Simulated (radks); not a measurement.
Results of a calculation; reference values are marked as such.
Task: Valence configurations of Sn I (all share [Kr]). Code: a radial shooting solver on a logarithmic mesh with Libxc functionals. Model: Dirac Kohn-Sham, PBE, spin-unpolarised, spherical densities, finite nucleus; open shells are shared between the two j in proportion to 2j + 1; Fermi nuclear charge, rms radius 4.6519 fm. Order these by energy: 4d9 5s2 5p3; 4d8 5s1 5p5; 4d8.5 5s1.5 5p4; 4d7 5s1 5p6; 4d9 5s1 5p4; 4d10 5s1.5 5p2.5; 4d10 5s1 5p3; 4d9 5s0.5 5p4.5; 4d10 5s2 5p2; 4d10 5s0.5 5p3.5.

Result: From the lowest, in eV above it: 4d10 5s2 5p2 0.000; 4d10 5s1.5 5p2.5 3.449; 4d10 5s1 5p3 6.959; 4d10 5s0.5 5p3.5 10.525; 4d9 5s2 5p3 24.435; 4d9 5s1 5p4 32.206; 4d9 5s0.5 5p4.5 36.165; 4d8.5 5s1.5 5p4 42.447; 4d8 5s1 5p5 62.038; 4d7 5s1 5p6 96.486. NIST lists [Kr] 4d10 5s2 5p2 as the ground configuration; this level of theory agrees among the configurations tried. The energies are those of spherical spin-averaged densities, not of single terms.
